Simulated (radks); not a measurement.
Q: All-electron calculation, scalar-relativistic Kohn-Sham, exchange-only LDA, spin-polarised, spherical densities, finite nucleus; open shells are filled with parallel spins first; Fermi nuclear charge, rms radius of each element as measured or else 0.836 A^(1/3) + 0.57 fm. Program: a radial shooting solver on a logarithmic mesh with Libxc functionals. Response by self-consistent Sternheimer equations with the Hartree and adiabatic exchange-only LDA kernel, the relativistic mass of each level held fixed and spin-orbit coupling left out. For heavy and open-shell atoms this level of theory can miss by tens of per cent. Rank F, V, P, Se, N3+ (NIST ground configurations) by static dipole polarisability, largest first.

A: V 96.80, P 30.41, Se 30.31, F 4.563, N3+ 2.094 bohr^3.
